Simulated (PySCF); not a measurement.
Computed shifts of a molecule C₂H₆BNO₂, PBE/pcSseg-1 in PySCF, GIAO, gas phase, equivalent atoms averaged, in ppm (number of nuclei): ¹³C: 160.8 (1), 99.4 (1). ¹⁵N: 58.7 (1). ¹H: 7.08 (1), 5.08 (1), 4.86 (1), 3.09 (1), 2.93 (1), 2.02 (1). References: ¹³C against TMS (σ = 182.0 ppm); ¹⁷O against H2O (σ = 334.3 ppm); ¹¹B against BF3 (σ = 83.9 ppm); ¹⁵N against NH3 (σ = 267.0 ppm); ¹H against TMS (σ = 31.49 ppm), references at their B3LYP-D3(BJ)/def2-TZVP geometries, non-relativistic. The structure is a stationary point at PBE-D3(BJ)/def2-SVP. Other conformers were not sampled.

### Question
Which molecule gave these data?
A) C/C=N/B(O)O
B) C=COB(N)O
C) CC1OB(N)O1
D) C/N=C/B(O)O

### Answer
B, C=COB(N)O
